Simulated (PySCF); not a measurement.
**How methods differ on the ionisation energy of Ne(8+)**

Ne(8+) 1s2 (1S) → Ne(9+) 1s1 (2S), as a difference of total energies. Computed with PySCF 2.14 in an uncontracted even-tempered set (17 s from 3.6 bohr⁻², ratio 2.2; 7 p from 5.6 bohr⁻², ratio 2.4; 4 d from 17 bohr⁻², ratio 2.4; 3 f from 25 bohr⁻², ratio 2.4; 3 g from 38 bohr⁻², ratio 2.4), with scalar relativity by spin-free X2C-1e. Correlated levels: nothing frozen; virtual orbitals above 40 to 60 times the deepest correlated orbital energy dropped. The calculations carry no spin-orbit coupling.

```csv
method,ionisation energy (eV),difference from reference (eV)
UHF,1194.9,-0.9
MP2 (all electrons),1196.1,+0.3
SCS-MP2 (all electrons),1196.3,+0.5
CCSD (all electrons),1196.1,+0.3
```

Reference: 1195.8 eV (theoretical estimate listed by NIST; NIST Atomic Spectra Database, ionization energies).

With two correlated electrons CCSD is exact in that space.
